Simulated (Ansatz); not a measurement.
# C2F5 (pentafluoroethyl): methods side by side

The species is C2F5 (7 atoms), meant as a doublet with charge 0. SMILES: `F[C](F)C(F)(F)F`. The shape was relaxed beforehand at wB97X-V/def2-SVP.

```
atom    x (Å)    y (Å)    z (Å)
   F   1.5639  -0.8445   0.5059
   C   0.3225  -0.4666   0.7277
   F  -0.4699  -1.4825   0.9980
   C  -0.2282   0.4822  -0.3180
   F   0.5805   1.5301  -0.4455
   F  -1.4387   0.8973   0.0439
   F  -0.3301  -0.1161  -1.5120
```

Each level gives the adiabatic electron affinity (to the singlet anion, shapes relaxed at wB97X-V/def2-SVP, no zero-point term) (eV). The values are calculated.

The electron affinity is E(neutral) − E(anion): positive where the electron is bound.

| level | kind | program | value (eV) | CPU time (all runs) |
| --- | --- | --- | --- | --- |
| UBLYP/def2-SVP | GGA | Ansatz | 0.85 | 2.4 s |
| U-r2SCAN/def2-SVP | meta-GGA | Ansatz | 0.97 | 5.3 s |
| UB3LYP/def2-SVP | global hybrid | Ansatz | 1.10 | 3.6 s |
| U-wB97M-V/def2-SVP | range-separated hybrid | Ansatz | 1.18 | 14 s |
| UCAM-B3LYP/def2-SVP | range-separated hybrid | Ansatz | 1.09 | 3.9 s |
| UB2PLYP/def2-SVP | double hybrid | Ansatz | 1.00 | 5 s |
| RPA@PBE/def2-SVP | RPA | Ansatz | 1.19 | 4.2 s |
| UMP2/def2-SVP | perturbation theory | Ansatz | 0.90 | 1.9 s |

The values span 0.85 to 1.19 eV. CPU times are rough (shared hosts, several kinds of processor): they show what a rung costs within a factor of a few.
